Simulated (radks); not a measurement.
Fractional charge and spin in the 5p shell of dysprosium: the spin-up occupation runs from 2 to 3 and the spin-down occupation from 2 to 3; the fullest corner is Dy, [Kr] 4d10 4f(up 5, down 5) 5s2 6s2 5p(up 3, down 3). Calculated with a radial shooting solver on a logarithmic mesh with Libxc functionals: scalar-relativistic Kohn-Sham, r2SCAN, spin-polarised, spherical densities, finite nucleus; meta-GGA in the generalised Kohn-Sham scheme; Fermi nuclear charge, rms radius of each element as measured or else 0.836 A^(1/3) + 0.57 fm. Energy (eV) above the fullest corner. The planes named below are the two flat planes that join the four corners, with an edge along up + down = one added electron.

down \ up       2     2.5       3
2          74.602  51.485  31.222
2.5        51.485  31.565  14.352
3          31.222  14.352   0.000

Corners above the fullest one (they belong to Dy+ and the next ion): (up 3, down 2) 31.222 eV, (up 2, down 3) 31.222 eV, (up 2, down 2) 74.602 eV. With half an added electron in each spin the energy lies 0.343 eV from the planes, and with half an added electron in spin up alone -1.427 eV. The planes are only a guide here: the flat-plane condition holds for ground states with one frontier orbital, while this shell lies below other occupied shells, so the corners above the fullest one are inner-hole states and not the ground states of those ions.
